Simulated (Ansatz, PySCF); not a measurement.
System: SeBr2 (charge 0, singlet). 
Geometry from a B3LYP-D3(BJ)/def2-TZVP (Ansatz, a quantum-chemistry and plane-wave program) optimisation:
```xyz
3

Se     0.0255    -0.0112     0.9792
Br     0.8055    -1.6280    -0.5156
Br    -0.8303     1.6388    -0.4356
```

Dipole moments at this geometry, in debye (magnitudes).

| level | program | dipole (D) |
|---|---|---|
| HF/def2-TZVPD | PySCF | 0.82 |
| SVWN5/def2-TZVPD | Ansatz | 0.59 |
| BLYP/def2-TZVPD | Ansatz | 0.63 |
| revPBE/def2-TZVPD | Ansatz | 0.59 |
| r2SCAN/def2-TZVPD | Ansatz | 0.62 |
| B3LYP/def2-TZVPD | Ansatz | 0.69 |
| BHLYP/def2-TZVPD | Ansatz | 0.76 |
| TPSSh/def2-TZVPD | PySCF | 0.64 |
| r2SCANh/def2-TZVPD | Ansatz | 0.64 |
| M06-2X/def2-TZVPD | PySCF | 0.70 |
| CAM-B3LYP/def2-TZVPD | Ansatz | 0.73 |
| LC-wPBE/def2-TZVPD | Ansatz | 0.71 |
| wB97X-V/def2-TZVPD | Ansatz | 0.72 |
| CCSD(T)/aug-cc-pVDZ | Ansatz | 0.65 |
